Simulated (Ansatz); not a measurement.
`[CH2]1[SiH2][SiH2][Se][CH2][Zn]1`. Total charge 0; spin multiplicity 1. For Zn the d shell is correlated and the shells below it are frozen. Correlated methods include outer-core shells of Se, which these sets cover unevenly. Scalar relativity is left out up to krypton.

```csv
atom,x (Å),y (Å),z (Å)
C1,-1.9524,0.2534,-0.3628
Si2,-1.0640,-1.3751,-0.1208
Si3,1.3001,-1.1361,-0.2903
Se4,2.0499,0.9881,-0.7528
C5,1.1967,2.0612,0.6948
Zn6,-0.6102,1.4802,0.3163
H7,-2.9179,0.2610,0.1440
H8,-2.1036,0.4633,-1.4252
H9,-1.3214,-1.8838,1.2581
H10,-1.4635,-2.4560,-1.0712
H11,1.9493,-1.6423,0.9532
H12,1.8474,-1.9109,-1.4371
H13,1.6495,1.8041,1.6498
H14,1.4402,3.0928,0.4438
```

Q: Give the diagnostics of a CCSD(T)/def2-TZVPP run (frozen core, the Gaussian-basis code of Ansatz). (Estimate.)

A: The calculation gave: T1 = 0.0135, largest single amplitude 0.018, largest double 0.014, (T) share of the correlation energy 3.9 %, 12 CCSD cycles. The RHF solution is stable towards an unrestricted one. T1 lies under the customary mark of 0.02 for closed shells.
